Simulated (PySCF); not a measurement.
Ionisation energy of Pr²⁸⁺ by level of theory

Pr²⁸⁺ [Ar] 3d10 4s2 4p1 [4p1/2^1, M_J = 1/2] → Pr²⁹⁺ [Ar] 3d10 4s2, as a difference of total energies. Calculation: PySCF 2.14, in an even-tempered Gaussian basis (17 s from 2.4 bohr⁻², ratio 2.8; 13 p from 3.1 bohr⁻², ratio 2.8; 8 d from 5.6 bohr⁻², ratio 2.8; 4 f from 14 bohr⁻², ratio 3); the two-component X2C-1e Hamiltonian. Correlated levels: [Ne] frozen; the 74 highest virtual spinors dropped. "Screened" scales the spin-orbit matrix elements by Boettger's factors to mimic the two-electron term; Breit and QED terms are absent.

| method | ionisation energy (eV) |
| --- | --- |
| GHF (spin-free) | 1004.0 |
| GMP2 (spin-free) | 1004.7 |
| GHF (screened spin-orbit) | 1024.3 |
| GMP2 (screened spin-orbit) | 1025.0 |

Breit and QED terms and the two-electron picture change are absent.

The spin-free rows lack the spin-orbit shift.

For comparison: 1028 ± 4 eV (theoretical estimate listed by NIST; NIST Atomic Spectra Database, ionization energies).
